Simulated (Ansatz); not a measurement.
Reactions of Cl2FH3Si2 (`F[SiH](Cl)[SiH2]Cl`).

Computed with Ansatz on PBE0-D4/def2-TZVP structures; ΔE is electronic, products minus reactants. CBS: MP2 limit from def2 TZ/QZ plus the TZ coupled-cluster correction, frozen cores. This one scheme is used for every species. DFT in def2-TZVPP. Each species was taken in one conformer, which may not be the lowest.

```json
{"reaction": "`F[SiH](Cl)[SiH2]Cl` + `[AlH2][CH2][SiH3]` → `F[SiH]([SiH3])[SiH2]Cl` + `[AlH2][CH2]Cl`", "CCSD/CBS(def2) (kJ/mol)": "193", "HF/CBS(def2) (kJ/mol)": "200", "PBE0-D4 (kJ/mol)": "182"}
{"reaction": "`F[SiH](Cl)[SiH2]Cl` + H₂ → `F[SiH]([SiH3])Cl` + HCl", "CCSD/CBS(def2) (kJ/mol)": "65", "HF/CBS(def2) (kJ/mol)": "57", "PBE0-D4 (kJ/mol)": "67"}
{"reaction": "`F[SiH](Cl)[SiH2]Cl` + PH₃ → `P[SiH2]Cl` + `F[SiH2]Cl`", "CCSD/CBS(def2) (kJ/mol)": "-32", "HF/CBS(def2) (kJ/mol)": "-34", "PBE0-D4 (kJ/mol)": "-27"}
{"reaction": "`F[SiH](Cl)[SiH2]Cl` + `BNC=C` → `BN(C=C)[SiH2]Cl` + `F[SiH2]Cl`", "CCSD/CBS(def2) (kJ/mol)": "-54", "HF/CBS(def2) (kJ/mol)": "-55", "PBE0-D4 (kJ/mol)": "-35"}
{"reaction": "`F[SiH](Cl)[SiH2]Cl` → `F[Si]Cl` + `[SiH3]Cl`", "CCSD/CBS(def2) (kJ/mol)": "133", "HF/CBS(def2) (kJ/mol)": "121", "PBE0-D4 (kJ/mol)": "148"}
{"reaction": "`F[SiH](Cl)[SiH2]Cl` + `C[Si@H](O)N[Si@@H](O)F` → `C[SiH2][SiH](F)Cl` + `O[Si@H](F)N[Si@H](O)Cl`", "CCSD/CBS(def2) (kJ/mol)": "-18", "HF/CBS(def2) (kJ/mol)": "-15", "PBE0-D4 (kJ/mol)": "-21"}
```

Give the CCSD(T)/CBS values in the same order. (Best estimate.)

The calculation gave: 192, 68, -32, -55, 134, -19 kJ/mol.

Largest T1 diagnostic: 0.014, for `F[Si]Cl`.
